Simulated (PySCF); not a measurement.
## Potential energy of DyS along the bond

Set-up: Dy x2c-SVPall, S x2c-SVPall; spin-free X2C with a Gaussian nucleus (PySCF 2.14). Energies in eV from Dy (4f10 6s2) + S in their ground configurations at the same level. All curves are PBE0. state 1: septet, about 9.1 electrons in the 4f shell (Mulliken), real f orbitals that mix terms; state 2: Ms = 2 determinant of mixed spin, about 9.4 electrons in the 4f shell (Mulliken), real f orbitals that mix terms, a second solution, started from another occupation.

| R (Å) | state 1 | state 2 |
| --- | --- | --- |
| 1.962 | -2.621 | -2.348 |
| 2.053 | -3.517 | -3.246 |
| 2.144 | -4.014 | -3.747 |
| 2.213 | -4.191 | -3.928 |
| 2.281 | -4.238 | -4.003 |
| 2.349 | -4.183 | -3.995 |
| 2.441 | -3.993 | -3.881 |
| 2.555 | -3.625 | -3.624 |
| 2.692 | -3.143 | -3.220 |
| 2.874 |  | -2.634 |

Task: Put a parabola through the three lowest points of the state 1 curve and estimate Re, k and ωe (reduced mass 26.75 u; 1 eV/Å² = 0.16022 mdyn/Å; ωe = 1302.8·√(k/μ) cm⁻¹).

Result: Through R = 2.213, 2.281, 2.349 Å the second-order coefficient is 11.0 eV/Å², so Re ≈ 2.278 Å, k ≈ 3.53 mdyn/Å and ωe ≈ 474 cm⁻¹. A polynomial fit of higher order to the unrounded PBE0 energies gives Re = 2.276 Å, k = 3.52 mdyn/Å, ωe = 473 cm⁻¹; anharmonicity and rounding make the difference.

The higher-order fit for each curve: state 1: Re = 2.276 Å, ωe = 473 cm⁻¹, De = 4.24 eV. State 2 gave no clean fit.

These are scalar-relativistic numbers at best; spin–orbit coupling would shift them, the dissociation energy most. With d or f electrons several states lie close, and the lowest PBE0 determinant need not be the measured ground state.
